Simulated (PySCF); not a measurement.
## Where the electron goes

Species: ClH7Si3.
Cartesian coordinates in Å at the PBE0-D3(BJ)/def2-SVP level; atoms count from 1:
```xyz
11
ClH7Si3 angstrom
Si     1.823   -0.509    0.012
Si     0.095    1.072   -0.130
Si    -1.905   -0.109    0.158
Cl    -1.657   -1.890   -0.892
H      3.149    0.172    0.122
H      1.812   -1.374   -1.204
H      1.610   -1.355    1.227
H      0.096    1.737   -1.471
H      0.225    2.119    0.933
H     -3.115    0.580   -0.377
H     -2.134   -0.446    1.595
```

Method: TDDFT CAM-B3LYP/def2-SVPD, vertical, gas phase, core orbitals frozen in the response in PySCF.

Frontier orbitals with the atoms that hold most of them (Löwdin shares over 4%, at most four atoms; ? is withheld):

| orbital | ε (eV) | atoms |
| --- | --- | --- |
| HOMO-3 | -11.03 | Si1 28%, H6 20%, Cl4 12%, H5 11% |
| HOMO-2 | -10.38 | Cl4 64%, Si3 16%, H10 8%, H11 8% |
| HOMO-1 | -9.98 | Si2 29%, Si1 20%, Cl4 20%, H8 7% |
| HOMO | -9.27 | ? |
| LUMO | ? | ? |
| LUMO+1 | 0.80 | Si3 23%, Si2 22%, Si1 13%, H10 11% |
| LUMO+2 | 0.88 | Si2 29%, Si1 18%, Si3 17%, H8 11% |

Problem. Give the leading atoms of the LUMO.

Solution. Si3 (bonded to Cl, Si and 2 H) 29%; Cl4 (bonded to Si) 18%; Si2 (bonded to 2 Si and 2 H) 18%; Si1 (bonded to Si and 3 H) 10%. By element: silicon 57%, chlorine 18%.

Problem. Which atoms hold the HOMO, and with what shares?

Solution. Si2 (bonded to 2 Si and 2 H) 29%; Si3 (bonded to Cl, Si and 2 H) 23%; Si1 (bonded to Si and 3 H) 15%; Cl4 (bonded to Si) 14%. By element: silicon 67%, chlorine 14%.

Problem. What is the LUMO energy, and the HOMO–LUMO gap?

Solution. ε(LUMO) = 0.22 eV; the gap is 9.50 eV (0.3490 hartree).

Problem. The HOMO–LUMO gap is 9.50 eV. Where does the response calculation put the lowest singlet, and from which orbitals?

Solution. S1 is at 6.21 eV (f = 0.026), 3.28 eV below the gap, made of HOMO→LUMO (86%). 

Problem. Give energy, strength and leading configuration of S1 and S4, and follow the Löwdin shares of the leading atoms from the occupied to the empty orbital.

Solution. 
- S1 (6.21 eV, f 0.026), HOMO→LUMO (86%): Si2 29% → 18%, Si3 23% → 29%, Cl4 14% → 18%
- S4 (7.17 eV, f 0.117), HOMO→LUMO+1 (77%): Si2 29% → 22%, Si3 23% → 23%

Löwdin shares depend on the basis, the more so with diffuse functions.

One conformer stands for the species.
